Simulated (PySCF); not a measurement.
C6H12O2, SMILES COC(=O)C(C)(C)C.

Coordinates come from a r2SCAN-D4/def2-SVP optimisation.

Level of theory: r2SCAN-D4/def2-SVP in PySCF.

No scaling factor is applied to the harmonic values.

Question: Give all harmonic wavenumbers and intensities. (An estimate is asked for; the answer gives what the named calculation found.)

Answer: 
```csv
mode,ν (cm⁻¹),IR (km/mol),moving atoms (share of kinetic energy)
1,38,0.6,"O 57 %, C 26 %, H 17 %"
2,125,2.1,"C 46 %, H 42 %, O 11 %"
3,145,0.0,"H 83 %, O 12 %"
4,204,1.6,"C 59 %, H 29 %, O 12 %"
5,216,0.3,H 94 %
6,262,2.1,"H 64 %, O 20 %, C 16 %"
7,277,0.0,H 95 %
8,296,1.9,"H 61 %, C 29 %, O 10 %"
9,323,6.7,"C 47 %, H 33 %, O 21 %"
10,343,0.4,"C 52 %, H 32 %, O 15 %"
11,367,11.2,"O 42 %, C 35 %, H 23 %"
12,380,0.9,"C 57 %, H 39 %"
13,500,2.5,"C 55 %, O 24 %, H 21 %"
14,594,1.7,"C 54 %, H 27 %, O 19 %"
15,776,4.5,"C 81 %, O 10 %, H 9 %"
16,805,1.7,"C 44 %, O 34 %, H 21 %"
17,883,14.5,"C 34 %, O 34 %, H 32 %"
18,943,1.6,"H 59 %, C 41 %"
19,947,3.9,"H 63 %, C 37 %"
20,951,0.1,"H 82 %, C 18 %"
21,1017,2.7,"C 47 %, H 39 %, O 14 %"
22,1035,0.5,"H 65 %, C 34 %"
23,1053,11.7,"C 40 %, H 40 %, O 20 %"
24,1167,0.5,"H 76 %, C 19 %"
25,1181,137.4,"C 45 %, H 43 %, O 12 %"
26,1208,188.7,"H 39 %, C 33 %, O 28 %"
27,1227,2.6,"C 71 %, H 29 %"
28,1250,10.0,"C 69 %, H 29 %"
29,1306,87.3,"C 70 %, H 26 %"
30,1363,5.9,"H 79 %, C 21 %"
31,1374,5.6,"H 74 %, C 26 %"
32,1399,13.9,"H 79 %, C 20 %"
33,1442,0.0,H 96 %
34,1450,7.8,"H 87 %, C 10 %"
35,1454,3.8,H 92 %
36,1454,9.5,H 97 %
37,1458,0.2,H 97 %
38,1467,7.3,H 95 %
39,1471,2.6,H 95 %
40,1475,15.8,H 94 %
41,1495,35.7,"H 91 %, C 9 %"
42,1824,211.6,"C 64 %, O 35 %"
43,3029,30.0,H 97 %
44,3031,14.3,H 97 %
45,3040,25.1,H 97 %
46,3045,34.4,H 98 %
47,3123,9.1,"H 90 %, C 10 %"
48,3123,21.2,"H 91 %, C 9 %"
49,3139,22.6,"H 91 %, C 9 %"
50,3144,15.2,"H 90 %, C 10 %"
51,3146,0.1,"H 90 %, C 10 %"
52,3147,17.5,"H 91 %, C 9 %"
53,3149,24.6,"H 91 %, C 9 %"
54,3186,10.7,"H 90 %, C 10 %"
```
